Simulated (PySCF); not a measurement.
Species: C7H10F (doublet state).
Z-matrix (Å and degrees, GFN2-xTB geometry), rows numbered from 1:
```
C 
C   1  1.5052
C   2  1.4826  1  120.16
C   3  1.4909  2  104.05  1   179.99
C   4  1.5331  3   96.11  2     0.02
F   5  1.3673  4  116.41  3   180.00
C   5  1.5308  4  103.06  3    45.46
C   5  1.5307  4  103.07  3   -45.49
H   1  1.0878  2  110.08  3    59.84
H   1  1.0876  2  110.64  3   179.94
H   1  1.0878  2  110.08  3   -59.95
H   3  1.0686  2  128.38  1     0.31
H   4  1.0947  3  114.08  2  -117.89
H   4  1.0947  3  114.10  2   117.91
H   7  1.0870  2  117.54  1    83.08
H   7  1.0863  2  113.29  1   -48.45
H   8  1.0863  2  113.28  1    48.45
H   8  1.0871  2  117.55  1   -83.06
```

The hyperfine couplings belong to this conformer and change with its torsions.

The species is `C[C@]12[CH]C[C@](F)(C1)C2` [radical].

Level of theory: UKS B3LYP, pcH-1 on C F H, non-relativistic, mean-field spin-orbit, GIAO in PySCF 2.14.0. Geometry: GFN2-xTB; no solvent, vibrations or thermal averaging. Couplings are sensitive to structure, and on GFN2-xTB geometries they can be far from those on DFT ones. The SCF solution wasn't tested for stability.

The largest Mulliken spin populations are on C3 (+1.03), C4 (-0.08) and C2 (-0.08). C3 is the only atom above +0.15. The angles at C3 add up to 360.0°, so it is planar; its axial dipolar tensor and the negative coupling of its proton fit spin in a p orbital normal to that plane.

McConnell's relation a(H) = Q·ρ ties the coupling of a proton on a planar π carbon to the spin population of that carbon. What Q do the computed values give?

```tsv
H	C	ρ(C)	a(H) (G)	a/ρ (G)
H12	C3	+1.033	-23.75	-23.0
```

One proton gives one ratio, Q = -23.0 G, and no test of linearity. In every row coupling and population have opposite signs.

How do the β-proton couplings of this frozen conformer go with θ, the angle between the C–H bond and the normal to the plane of the spin centre's three neighbours, both seen down the bond from centre to carbon?

| β H | on | centre | θ (°) | cos²θ | a (G) |
| --- | --- | --- | --- | --- | --- |
| H13 | C4 | C3 | 28 | 0.78 | +32.20 |
| H14 | C4 | C3 | 28 | 0.78 | +32.29 |

Couplings in gauss use g_iso = 2.0026.
